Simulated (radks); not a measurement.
Results of a calculation; reference values are marked as such.
Excited configurations of Rh II: one electron is placed in a higher orbital outside [Kr] 4d7. The ground configuration is [Kr] 4d8. Code: a radial shooting solver on a logarithmic mesh with Libxc functionals. Model: Dirac Kohn-Sham, PBE, spin-unpolarised, spherical densities, point nucleus; open shells fill j = l - 1/2 first. Excitation = E - E(ground); binding = E(ion) - E, where the ion is the core of charge +2; n* = 2/sqrt(2 binding) in atomic units, and the quantum defect is n - n*.

| outer orbital | excitation (eV) | binding (eV) | n* | quantum defect | eigenvalue (eV) | <r> (bohr) |
|---|---|---|---|---|---|---|
| 4f5/2 | 15.772 | 3.525 | 3.929 | 0.071 | -2.489 | 8.580 |
| 5s1/2 | 3.467 | 15.830 | 1.854 | 3.146 | -12.111 | 2.859 |
| 5p1/2 | 8.346 | 10.951 | 2.229 | 2.771 | -7.959 | 3.535 |
| 5d3/2 | 13.633 | 5.665 | 3.100 | 1.900 | -4.078 | 5.943 |
| 5f5/2 | 16.905 | 2.392 | 4.770 | 0.230 | -1.801 | 14.56 |
| 6s1/2 | 12.727 | 6.571 | 2.878 | 3.122 | -5.176 | 6.455 |
| 6d3/2 | 15.895 | 3.403 | 3.999 | 2.001 | -2.607 | 11.07 |
| 7p1/2 | 16.164 | 3.133 | 4.168 | 2.832 | -2.497 | 13.10 |
| 7d3/2 | 17.049 | 2.249 | 4.920 | 2.080 | -1.782 | 17.58 |
| 7f5/2 | 18.022 | 1.276 | 6.531 | 0.469 | -1.022 | 30.67 |

The Delta-SCF ionisation energy is 19.298 eV (NIST Atomic Spectra Database: 18.080 eV, semi-empirical). Self-interaction in the functional shifts the binding energies and quantum defects, so they are the method's values and not measured ones. Spin polarisation and multiplet splitting are left out, so open shells lie too high by an amount that depends on their filling.

Beside tabulated values, note that spin-unpolarised runs miss the spin-polarisation part of the exchange energy of open shells.
